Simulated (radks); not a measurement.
Results of a calculation; reference values are marked as such.
All-electron atom: Tm+ in [Xe] 4f10.75 5d2.25 6s1 (fractional occupations, a model configuration).

Level of theory: Dirac Kohn-Sham, PBE, spin-unpolarised, spherical densities, finite nucleus; open shells are shared between the two j in proportion to 2j + 1; Fermi nuclear charge, rms radius 5.2256 fm (a radial shooting solver on a logarithmic mesh with Libxc functionals).

Energy parts (hartree):
part                       energy
total                 -13579.7123
kinetic                15033.8308
electron-nucleus      -33603.0454
Hartree                 5275.2572
exchange-correlation    -285.7549

Orbitals (lengths in bohr, moments of r in powers of bohr):
orbital,occ.,eigenvalue (hartree),<r^2>
1s1/2,2,-2176.510,0.0005486
2s1/2,2,-367.7548,0.008459
2p1/2,2,-350.6000,0.006090
2p3/2,4,-314.5851,0.007306
3s1/2,2,-83.40994,0.05573
3p1/2,2,-75.85223,0.05149
3p3/2,4,-68.24968,0.05829
3d3/2,4,-55.33937,0.04579
3d5/2,6,-53.67868,0.04767
4s1/2,2,-17.16782,0.2786
4p1/2,2,-14.12329,0.2900
4p3/2,4,-12.39343,0.3268
4d3/2,4,-7.37572,0.3647
4d5/2,6,-7.05847,0.3789
4f5/2,4.60714,-0.95369,0.6409
4f7/2,6.14286,-0.90379,0.6623
5s1/2,2,-2.54527,1.598
5p1/2,2,-1.67972,1.995
5p3/2,4,-1.43883,2.310
5d3/2,0.9,-0.36963,5.881
5d5/2,1.35,-0.35175,6.269
6s1/2,1,-0.39051,12.25

The highest occupied level is 5d5/2 at -9.572 eV. The electron density at the nucleus is 9.498e+05 e/bohr^3.
